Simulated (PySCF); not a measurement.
# Trend along group 14: MI anions

r²SCAN with triple-zeta basis sets in PySCF, for the lowest determinant that a PBE0 search found; no spin–orbit coupling. De refers to high-spin ground-configuration atoms (the charge goes to the atom of lower measured ionisation energy or higher electron affinity, which is not always the lowest computed limit). A positive dipole points towards I; it is taken about the centre of mass and depends on that origin.

| M | basis | charged atom | state (unpaired electrons) | Re (Å) | ωe (cm⁻¹) | De (eV) | μ (D) |
| --- | --- | --- | --- | --- | --- | --- | --- |
| Si | def2-TZVPPD | I− | triplet (π ↑↑) | 2.652 | 243 | 1.74 | 4.97 |
| Sn | def2-TZVPPD | I− | triplet (π ↑↑) | 2.918 | 137 | 1.58 | 0.74 |

Question: The row for M = Ge is missing. Estimate Re, ωe and De as the mean of the rows for Si and Sn, and compare with the calculation.

Answer: The means are 2.785 Å, 190 cm⁻¹ and 1.66 eV. r²SCAN in def2-TZVPPD gives GeI⁻ as a triplet (π ↑↑) with Re = 2.726 Å, ωe = 168 cm⁻¹, De = 1.64 eV, so the estimate is off by +5.9 pm, +13 % and +0.02 eV.

These are scalar-relativistic numbers at best; spin–orbit coupling would shift them, the dissociation energy most. For an ion De counts to the pair picked by the measured ionisation energies or electron affinities, which need not be the lowest pair at this level. The highest Kohn–Sham level is positive in some of these anions. Much of that is self-interaction error, but it also means that the finite basis helps to hold the extra electron. States were picked by a PBE0 search and need not be the measured ground states.
